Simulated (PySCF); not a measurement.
## Cd⁺ (cadmium, charge +1) across methods

[Kr] 4d9 5s1 6s1, high-spin 4D determinant (an excited configuration). Computed with PySCF 2.14 in aug-cc-pwCVTZ-PP with ECP28MDF (8s8p7d4f3g, 122 functions), with a scalar-relativistic core potential.

```
   method  E (hartree)  mean ε 4d β (eV)  mean ε 5s α (eV)  mean ε 6s α (eV)  Σ⟨r²⟩ (bohr²)   ⟨S²⟩
    B3LYP    -166.7449           -30.712           -19.642            -6.027          69.24  3.751
      LDA    -166.3710           -28.865           -19.211            -5.858          68.18  3.750
     BLYP    -166.6533           -28.643           -18.786            -5.630          68.73  3.750
     PBE0    -166.6886           -31.098           -19.663            -6.198          69.25  3.751
   r2SCAN    -166.7393           -29.167           -18.940            -5.806          68.91  3.752
      UHF   -165.89060           -37.189           -21.662            -6.824          73.37  3.752
CAM-B3LYP    -166.6528           -32.625           -21.113            -6.603          69.94  3.751
      PBE    -166.6927           -28.719           -18.802            -5.870          68.54  3.751
```

Energies and moments cover only the electrons outside the core potential. The outer electron is Rydberg-like, and this basis confines it to a smaller radius and binds it less than a complete one would.
